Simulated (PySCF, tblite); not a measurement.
Isomers of C3H16Si4, one GFN2-xTB conformer each. Single-point energies are computed at PBE0/pcSseg-1 (PySCF, gas phase, no added dispersion term), electronic only.

```json
{"SMILES": "CC(C)[SiH2][SiH2][SiH2][SiH3]", "GFN2-xTB relative energy (kcal/mol)": "11.2"}
{"SMILES": "[SiH3]C[C@@H]([SiH3])C[SiH2][SiH3]", "GFN2-xTB relative energy (kcal/mol)": "0.0"}
{"SMILES": "C[Si@@H]([SiH3])[SiH2]CC[SiH3]", "GFN2-xTB relative energy (kcal/mol)": "11.4"}
{"SMILES": "CC[SiH2][Si@@H]([SiH3])[SiH2]C", "GFN2-xTB relative energy (kcal/mol)": "16.7"}
{"SMILES": "C[SiH2]C[C@@H]([SiH3])[SiH2][SiH3]", "GFN2-xTB relative energy (kcal/mol)": "6.3"}
{"SMILES": "C[Si@@H](C[SiH3])C([SiH3])[SiH3]", "GFN2-xTB relative energy (kcal/mol)": "2.2"}
```

Conformers: `[CH3:1][CH:2]([CH3:3])[SiH2:4][SiH2:5][SiH2:6][SiH3:7]` with C1–C2–Si4–Si5 -173°, C2–Si4–Si5–Si6 31°, Si4–Si5–Si6–Si7 59°; `[SiH3:1][CH2:2][C@@H:3]([SiH3:4])[CH2:5][SiH2:6][SiH3:7]` with Si1–C2–C3–Si4 -69°, C2–C3–C5–Si6 61°, C3–C5–Si6–Si7 44°; `[CH3:1][Si@@H:2]([SiH3:3])[SiH2:4][CH2:5][CH2:6][SiH3:7]` with C1–Si2–Si4–C5 176°, Si2–Si4–C5–C6 176°, Si4–C5–C6–Si7 179°; `[CH3:1][CH2:2][SiH2:3][Si@@H:4]([SiH3:5])[SiH2:6][CH3:7]` with C1–C2–Si3–Si4 178°, C2–Si3–Si4–Si5 -45°, Si3–Si4–Si6–C7 -58°; `[CH3:1][SiH2:2][CH2:3][C@@H:4]([SiH3:5])[SiH2:6][SiH3:7]` with C1–Si2–C3–C4 174°, Si2–C3–C4–Si5 73°, C3–C4–Si6–Si7 56°; `[CH3:1][Si@@H:2]([CH2:3][SiH3:4])[CH:5]([SiH3:6])[SiH3:7]` with C1–Si2–C3–Si4 -63°, C1–Si2–C5–Si6 -57°.

Problem. What does PBE0/pcSseg-1 give for the same structures?

Solution. 
```json
{"SMILES": "C[Si@@H](C[SiH3])C([SiH3])[SiH3]", "PBE0/pcSseg-1 E (Eh)": "-1281.23130", "PBE0/pcSseg-1 (kcal/mol)": "0.0", "GFN2-xTB (kcal/mol)": "2.2", "point group": "C1"}
{"SMILES": "CC[SiH2][Si@@H]([SiH3])[SiH2]C", "PBE0/pcSseg-1 E (Eh)": "-1281.22440", "PBE0/pcSseg-1 (kcal/mol)": "4.3", "GFN2-xTB (kcal/mol)": "16.7", "point group": "C1"}
{"SMILES": "C[Si@@H]([SiH3])[SiH2]CC[SiH3]", "PBE0/pcSseg-1 E (Eh)": "-1281.21089", "PBE0/pcSseg-1 (kcal/mol)": "12.8", "GFN2-xTB (kcal/mol)": "11.4", "point group": "C1"}
{"SMILES": "CC(C)[SiH2][SiH2][SiH2][SiH3]", "PBE0/pcSseg-1 E (Eh)": "-1281.20754", "PBE0/pcSseg-1 (kcal/mol)": "14.9", "GFN2-xTB (kcal/mol)": "11.2", "point group": "C1"}
{"SMILES": "C[SiH2]C[C@@H]([SiH3])[SiH2][SiH3]", "PBE0/pcSseg-1 E (Eh)": "-1281.20327", "PBE0/pcSseg-1 (kcal/mol)": "17.6", "GFN2-xTB (kcal/mol)": "6.3", "point group": "C1"}
{"SMILES": "[SiH3]C[C@@H]([SiH3])C[SiH2][SiH3]", "PBE0/pcSseg-1 E (Eh)": "-1281.18356", "PBE0/pcSseg-1 (kcal/mol)": "30.0", "GFN2-xTB (kcal/mol)": "0.0", "point group": "C1"}
```

GFN2-xTB puts [SiH3]C[C@@H]([SiH3])C[SiH2][SiH3] lowest instead; measured from each level's own lowest isomer, the values differ by up to 30.0 kcal/mol ([SiH3]C[C@@H]([SiH3])C[SiH2][SiH3]: 0.0 against 30.0). As drawn, the highest has an Si–Si bond, which the lowest lacks. Neighbours under 2.5 kcal/mol apart (C[Si@@H]([SiH3])[SiH2]CC[SiH3] and CC(C)[SiH2][SiH2][SiH2][SiH3]) can change places with a better method, another conformer or zero-point energy.

Problem. Which frontier levels, dipoles and rotational constants go with these structures?

Solution. 
```
                            SMILES  HOMO (eV, PBE0/pcSseg-1)  LUMO (eV)  dipole (D)       A, B, C (MHz)
  C[Si@@H](C[SiH3])C([SiH3])[SiH3]                     -8.34       0.32        0.66  1515, 635.8, 550.6
    CC[SiH2][Si@@H]([SiH3])[SiH2]C                     -7.91      -0.53        0.95  1154, 702.6, 561.9
    C[Si@@H]([SiH3])[SiH2]CC[SiH3]                     -7.57      -0.51        0.81  1985, 411.8, 357.3
     CC(C)[SiH2][SiH2][SiH2][SiH3]                     -7.94      -0.49        0.65  1410, 618.0, 538.2
C[SiH2]C[C@@H]([SiH3])[SiH2][SiH3]                     -7.75      -0.32        0.74  1180, 681.1, 457.0
[SiH3]C[C@@H]([SiH3])C[SiH2][SiH3]                     -7.80      -0.15        0.26  1408, 650.6, 536.4
```

Problem. What happens when harmonic zero-point energies from GFN2-xTB frequencies are added?

Solution. 
```
                            SMILES  ZPE (kcal/mol)  electronic (kcal/mol)  with ZPE (kcal/mol)
  C[Si@@H](C[SiH3])C([SiH3])[SiH3]           100.7                    0.0                  0.0
    CC[SiH2][Si@@H]([SiH3])[SiH2]C           104.5                    4.3                  8.1
    C[Si@@H]([SiH3])[SiH2]CC[SiH3]           102.8                   12.8                 14.9
     CC(C)[SiH2][SiH2][SiH2][SiH3]           103.8                   14.9                 18.0
C[SiH2]C[C@@H]([SiH3])[SiH2][SiH3]           101.3                   17.6                 18.2
[SiH3]C[C@@H]([SiH3])C[SiH2][SiH3]           100.8                   30.0                 30.0
```

The zero-point energies span 3.8 kcal/mol. The order is unchanged.
